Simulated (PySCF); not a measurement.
CHOS, charge +1, singlet, geometry from GFN2-xTB, with bond 4-1 at 2.0 times its length; TPSS/def2-SV(P) run with PySCF.

Here is a job for PySCF.
```python
from pyscf import gto, scf, dft

mol = gto.Mole()
mol.atom = '''
    O    -0.051685    0.007582   -1.622180
    C     0.028890   -0.021204   -0.402282
    S    -0.022332    0.026657    1.103045
    H     1.246585   -0.727471   -2.892992
'''
mol.basis = 'def2-sv(p)'
mol.charge = 1
mol.spin = 0
mol.verbose = 4
mol.build()

mf = dft.RKS(mol)
mf.xc = 'tpss'
mf.level_shift = 0.3
mf.max_cycle = 100
mf.kernel()
```

Output, abridged:

```
PySCF version 2.14.0

[INPUT] verbose = 4
[INPUT] num. atoms = 4
[INPUT] num. electrons = 30
[INPUT] charge = 1
[INPUT] spin (= nelec alpha-beta = 2S) = 0
[INPUT] symmetry False subgroup None
[INPUT] Mole.unit = angstrom
[INPUT] Symbol           X                Y                Z      unit          X                Y                Z       unit  Magmom
[INPUT]  1 O     -0.051685000000   0.007582000000  -1.622180000000 AA   -0.097670494748   0.014327903476  -3.065475924747 Bohr   0.0
[INPUT]  2 C      0.028890000000  -0.021204000000  -0.402282000000 AA    0.054594187739  -0.040069752745  -0.760202804842 Bohr   0.0
[INPUT]  3 S     -0.022332000000   0.026657000000   1.103045000000 AA   -0.042201363814   0.050374429303   2.084452953071 Bohr   0.0
[INPUT]  4 H      1.246585000000  -0.727471000000  -2.892992000000 AA    2.355704240991  -1.374720953563  -5.466962560558 Bohr   0.0

nuclear repulsion = 84.591882722253
number of shells = 22
number of NR pGTOs = 88
number of NR cGTOs = 48
basis = def2-sv(p)
ecp = {}

******** <class 'pyscf.dft.rks.RKS'> ********
method = RKS
initial guess = minao
damping factor = 0
level_shift factor = 0.3
DIIS = <class 'pyscf.scf.diis.CDIIS'>
diis_start_cycle = 1
diis_space = 8
diis_damp = 0
SCF conv_tol = 1e-09
SCF conv_tol_grad = None
SCF max_cycles = 100
direct_scf = True
direct_scf_tol = 1e-13
XC library pyscf.dft.libxc version 7.1.2
    S. Lehtola, C. Steigemann, M. J. T. Oliveira, and M. A. L. Marques,  SoftwareX 7, 1–5 (2018)
XC functionals = tpss
    J. Tao, J. P. Perdew, V. N. Staroverov, and G. E. Scuseria,  Phys. Rev. Lett. 91, 146401 (2003)
    J. P. Perdew, J. Tao, V. N. Staroverov, and G. E. Scuseria,  J. Chem. Phys. 120, 6898 (2004)
    J. Tao, J. P. Perdew, V. N. Staroverov, and G. E. Scuseria,  Phys. Rev. Lett. 91, 146401 (2003)
    J. P. Perdew, J. Tao, V. N. Staroverov, and G. E. Scuseria,  J. Chem. Phys. 120, 6898 (2004)
radial grids:
    Treutler-Ahlrichs [JCP 102, 346 (1995); DOI:10.1063/1.469408] (M4) radial grids

becke partition: Becke, JCP 88, 2547 (1988); DOI:10.1063/1.454033
pruning grids: <function nwchem_prune>
grids dens level: 3
symmetrized grids: False
atomic radii adjust function: <function treutler_atomic_radii_adjust>
small_rho_cutoff = 0
Set gradient conv threshold to 3.16228e-05
Initial guess from minao.
tot grids = 56888
init E= -512.207686237522
  HOMO = -0.21334962968612  LUMO = -0.0311143776517087  gap/eV = 4.95887
cycle= 1 E= -511.302839281262  delta_E= 0.905  |g|= 0.767  |ddm|= 2.23
  HOMO = -0.452334484790601  LUMO = -0.245155980750531  gap/eV = 5.63761
cycle= 2 E= -511.258437283227  delta_E= 0.0444  |g|= 1.08  |ddm|= 1.27
  HOMO = -0.490089949480247  LUMO = -0.229058174126512  gap/eV = 7.10304
cycle= 3 E= -511.439277010027  delta_E= -0.181  |g|= 0.422  |ddm|= 0.538
  HOMO = -0.510222880948953  LUMO = -0.19209119685954  gap/eV = 8.65680
cycle= 4 E= -511.47357701564  delta_E= -0.0343  |g|= 0.196  |ddm|= 0.254
  HOMO = -0.522914363466584  LUMO = -0.181081468898771  gap/eV = 9.30175
cycle= 5 E= -511.482312913714  delta_E= -0.00874  |g|= 0.076  |ddm|= 0.105
  HOMO = -0.517409266271618  LUMO = -0.18012124980942  gap/eV = 9.17807
cycle= 6 E= -511.483923312853  delta_E= -0.00161  |g|= 0.0366  |ddm|= 0.0459
  HOMO = -0.51916300936178  LUMO = -0.180323814918571  gap/eV = 9.22028
cycle= 7 E= -511.484402809856  delta_E= -0.000479  |g|= 0.0167  |ddm|= 0.0257
  HOMO = -0.518169198293298  LUMO = -0.181697426481769  gap/eV = 9.15586
cycle= 8 E= -511.484501308717  delta_E= -9.85e-05  |g|= 0.00814  |ddm|= 0.0118
  HOMO = -0.518157730604611  LUMO = -0.18178451447325  gap/eV = 9.15318
cycle= 9 E= -511.484526203952  delta_E= -2.49e-05  |g|= 0.00469  |ddm|= 0.00556
  HOMO = -0.518076080805912  LUMO = -0.181746227272953  gap/eV = 9.15200
cycle= 10 E= -511.484534875021  delta_E= -8.67e-06  |g|= 0.00296  |ddm|= 0.00315
  HOMO = -0.51800769806411  LUMO = -0.181796528050139  gap/eV = 9.14877
cycle= 11 E= -511.484538088193  delta_E= -3.21e-06  |g|= 0.0019  |ddm|= 0.00184
  HOMO = -0.517993452727632  LUMO = -0.181830274687368  gap/eV = 9.14747
cycle= 12 E= -511.484539376058  delta_E= -1.29e-06  |g|= 0.0012  |ddm|= 0.00111
  HOMO = -0.517978054804102  LUMO = -0.18184948896009  gap/eV = 9.14652
cycle= 13 E= -511.484539888891  delta_E= -5.13e-07  |g|= 0.000802  |ddm|= 0.000677
  HOMO = -0.517962576150934  LUMO = -0.181865327103617  gap/eV = 9.14567
cycle= 14 E= -511.484540112197  delta_E= -2.23e-07  |g|= 0.000552  |ddm|= 0.000428
  HOMO = -0.51795353379465  LUMO = -0.181873887069561  gap/eV = 9.14519
cycle= 15 E= -511.484540212679  delta_E= -1e-07  |g|= 0.000407  |ddm|= 0.000276
  HOMO = -0.517965317721081  LUMO = -0.181866135953324  gap/eV = 9.14572
cycle= 16 E= -511.484540276568  delta_E= -6.39e-08  |g|= 0.00031  |ddm|= 0.000256
  HOMO = -0.51794800211926  LUMO = -0.181877685696464  gap/eV = 9.14494
cycle= 17 E= -511.484540303775  delta_E= -2.72e-08  |g|= 0.000233  |ddm|= 0.000144
  HOMO = -0.517945572925478  LUMO = -0.181884303869851  gap/eV = 9.14469
cycle= 18 E= -511.484540316549  delta_E= -1.28e-08  |g|= 0.000192  |ddm|= 8.7e-05
  HOMO = -0.517944484142384  LUMO = -0.181884868173129  gap/eV = 9.14465
cycle= 19 E= -511.484540324289  delta_E= -7.74e-09  |g|= 0.000164  |ddm|= 6.1e-05
  HOMO = -0.517944086351864  LUMO = -0.181885580038745  gap/eV = 9.14462
cycle= 20 E= -511.4845403294  delta_E= -5.11e-09  |g|= 0.000144  |ddm|= 4.52e-05
  HOMO = -0.517944882981007  LUMO = -0.181884243754364  gap/eV = 9.14468
cycle= 21 E= -511.48454033382  delta_E= -4.42e-09  |g|= 0.000123  |ddm|= 4.38e-05
  HOMO = -0.517945306143544  LUMO = -0.181883959861011  gap/eV = 9.14470
cycle= 22 E= -511.484540337224  delta_E= -3.4e-09  |g|= 0.000104  |ddm|= 3.9e-05
  HOMO = -0.517945399472999  LUMO = -0.181884340243476  gap/eV = 9.14469
cycle= 23 E= -511.484540339606  delta_E= -2.38e-09  |g|= 8.76e-05  |ddm|= 3.22e-05
  HOMO = -0.517945331772461  LUMO = -0.181883504519032  gap/eV = 9.14471
cycle= 24 E= -511.484540341456  delta_E= -1.85e-09  |g|= 7.33e-05  |ddm|= 2.97e-05
  HOMO = -0.517945396687308  LUMO = -0.181883423221191  gap/eV = 9.14471
cycle= 25 E= -511.484540342798  delta_E= -1.34e-09  |g|= 6.03e-05  |ddm|= 2.57e-05
  HOMO = -0.517945446300247  LUMO = -0.181883475978746  gap/eV = 9.14471
cycle= 26 E= -511.484540343726  delta_E= -9.29e-10  |g|= 4.98e-05  |ddm|= 2.17e-05
  HOMO = -0.517945316415818  LUMO = -0.181883528676305  gap/eV = 9.14471
cycle= 27 E= -511.484540344353  delta_E= -6.26e-10  |g|= 4.13e-05  |ddm|= 1.79e-05
  HOMO = -0.517945152729947  LUMO = -0.181883727723003  gap/eV = 9.14470
cycle= 28 E= -511.484540344756  delta_E= -4.03e-10  |g|= 3.5e-05  |ddm|= 1.4e-05
  HOMO = -0.517945104571978  LUMO = -0.181883852825122  gap/eV = 9.14469
cycle= 29 E= -511.484540345035  delta_E= -2.79e-10  |g|= 2.97e-05  |ddm|= 1.14e-05
  HOMO = -0.517954273277816  LUMO = -0.481875297328474  gap/eV = 0.98176
Extra cycle  E= -511.484540318927  delta_E= 2.61e-08  |g|= 0.000199  |ddm|= 0.00042
SCF not converged.
SCF energy = -511.484540318927
```

Convergence was not reached.
